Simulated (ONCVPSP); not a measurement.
**Ru ONCV: all-electron and pseudo phase curves**

| Property | Result |
| --- | --- |
| Element | Ru (Z = 44) |
| Generator | ONCVPSP 4.0.1 |
| Type | optimised norm-conserving Vanderbilt (ONCV) |
| Functional | PBE |
| Relativity | fully relativistic |
| Frozen core | [Kr] |
| Valence charge | 8 |
| Reference configuration | 4d7 5s1 |
| Partial waves | 5s: rc 2.60 bohr, ncon 4, nbas 8, qcut 2.4 1/bohr, 3 projectors, debl 1.2 Ha; p scattering state at 0.27 Ha: rc 2.35 bohr, ncon 4, nbas 7, qcut 3.4 1/bohr, 1 projector; 4d: rc 2.30 bohr, ncon 4, nbas 9, qcut 5.4 1/bohr, 2 projectors, debl 3.6 Ha; f scattering state at 0.03 Ha: rc 2.10 bohr, ncon 5, nbas 8, qcut 5.7 1/bohr, 1 projector |
| Local potential | polynomial inside 2.05 bohr (lpopt 5, dvloc0 0 Ha) |
| Core correction | Teter function, fcfact 4.25, rcfact 1.65 |

Open shells are filled in proportion to 2j + 1.

The phase is arctan(r·R′/R) of the radial function R(r), unwrapped; energies in Ha, scanned from -2 to 5 Ha. A pole is an energy at which the radial function vanishes at the test radius. The pseudo phase is shifted by a multiple of π to meet the all-electron one at the reference energy, and phase errors are pseudo minus all-electron; the curves can meet again beyond the range given. Levels narrower than the energy grid can be missing from the lists of poles.

```json
{"channel": "s", "radius (bohr)": "2.63", "reference energy (Ha)": "-0.16", "poles, all-electron": "1.09", "poles, pseudo": "1.09", "unbroken range about the reference energy with phases within 0.05 rad": "below 2.5", "phase error 1 Ha above the reference energy (rad)": "-0.000"}
{"channel": "p3/2", "radius (bohr)": "2.39", "reference energy (Ha)": "0.27", "poles, all-electron": "-1.61, 2.42", "poles, pseudo": "0.90, 3.08", "unbroken range about the reference energy with phases within 0.05 rad": "-0.1 to 0.5", "phase error 1 Ha above the reference energy (rad)": "-2.763"}
{"channel": "p1/2", "radius (bohr)": "2.39", "reference energy (Ha)": "0.27", "poles, all-electron": "-1.74, 2.30", "poles, pseudo": "0.71, 3.08", "unbroken range about the reference energy with phases within 0.05 rad": "not even at the reference energy", "phase error 1 Ha above the reference energy (rad)": "-2.780"}
{"channel": "d5/2", "radius (bohr)": "2.34", "reference energy (Ha)": "-0.19", "poles, all-electron": "0.12, 3.89", "poles, pseudo": "0.12, 3.90", "unbroken range about the reference energy with phases within 0.05 rad": "below 1.2", "phase error 1 Ha above the reference energy (rad)": "+0.014"}
{"channel": "d3/2", "radius (bohr)": "2.34", "reference energy (Ha)": "-0.20", "poles, all-electron": "0.10, 3.86", "poles, pseudo": "0.10, 3.87", "unbroken range about the reference energy with phases within 0.05 rad": "below 1.2", "phase error 1 Ha above the reference energy (rad)": "+0.015"}
{"channel": "f7/2", "radius (bohr)": "2.14", "reference energy (Ha)": "0.03", "poles, all-electron": "2.20", "poles, pseudo": "2.35", "unbroken range about the reference energy with phases within 0.05 rad": "below 2.4", "phase error 1 Ha above the reference energy (rad)": "+0.021"}
{"channel": "f5/2", "radius (bohr)": "2.14", "reference energy (Ha)": "0.03", "poles, all-electron": "2.20", "poles, pseudo": "2.35", "unbroken range about the reference energy with phases within 0.05 rad": "below 2.4", "phase error 1 Ha above the reference energy (rad)": "+0.021"}
```

Note: no bound ghost flagged; GHOST(+) flagged for p1/2 at 20.2 eV, p3/2 at 23.9 eV, s at 69.4 eV.

Phases in the d3/2 channel:

```
E (Ha)  all-electron  pseudo
 -1.98         1.290   1.292
 -1.80         1.271   1.272
 -1.62         1.246   1.248
 -1.44         1.215   1.217
 -1.26         1.173   1.175
 -1.08         1.112   1.115
 -0.90         1.014   1.018
 -0.72         0.830   0.835
 -0.54         0.382   0.390
 -0.36        -0.584  -0.581
 -0.18        -1.228  -1.228
  0.00        -1.487  -1.486
  0.18        -1.626  -1.623
  0.36        -1.727  -1.723
  0.54        -1.820  -1.812
  0.72        -1.924  -1.911
  0.90        -2.061  -2.040
  1.08        -2.272  -2.236
  1.26        -2.635  -2.571
  1.44        -3.201  -3.114
  1.62        -3.743  -3.683
  1.80        -4.076  -4.044
  1.98        -4.264  -4.248
  2.16        -4.380  -4.371
  2.34        -4.458  -4.453
  2.52        -4.514  -4.511
  2.70        -4.558  -4.556
  2.88        -4.592  -4.591
  3.06        -4.620  -4.620
  3.24        -4.645  -4.645
  3.42        -4.667  -4.667
  3.60        -4.686  -4.686
  3.78        -4.705  -4.704
  3.96        -4.722  -4.721
  4.14        -4.739  -4.738
  4.32        -4.757  -4.755
  4.50        -4.776  -4.771
  4.68        -4.796  -4.789
  4.86        -4.818  -4.808
```
